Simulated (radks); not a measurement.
Values are calculated unless marked as measured or tabulated.
Coulomb parameter of the 5d shell of the gold ion Au3+ in the model configuration [Xe] 4f14 5d6 6p2, as a second difference U = [E(n + 0.5) + E(n - 0.5) - 2 E(n)] / (0.5)^2 with all orbitals relaxed. "Bare": the charge of the atom changes with n. "Screened": the 6p shell takes up the change at fixed total charge, which measures U(5d,5d) + U(6p,6p) - 2 U(5d,6p). Level of theory: scalar-relativistic Kohn-Sham, r2SCAN, spin-unpolarised, spherical densities, finite nucleus; meta-GGA in the generalised Kohn-Sham scheme; Fermi nuclear charge, rms radius 5.4371 fm (a radial shooting solver on a logarithmic mesh with Libxc functionals).

case                   configuration  E - E(n) (eV)
start              [Xe] 4f14 5d6 6p2          0.000
bare +0.5        [Xe] 4f14 5d6.5 6p2        -23.101
bare -0.5        [Xe] 4f14 5d5.5 6p2         26.625
screened +0.5  [Xe] 4f14 5d6.5 6p1.5        -10.994
screened -0.5  [Xe] 4f14 5d5.5 6p2.5         11.577

U(bare) = 14.094 eV, U(screened by 6p) = 2.332 eV, against the Slater integral F0(5d,5d) = 18.019 eV with frozen orbitals.
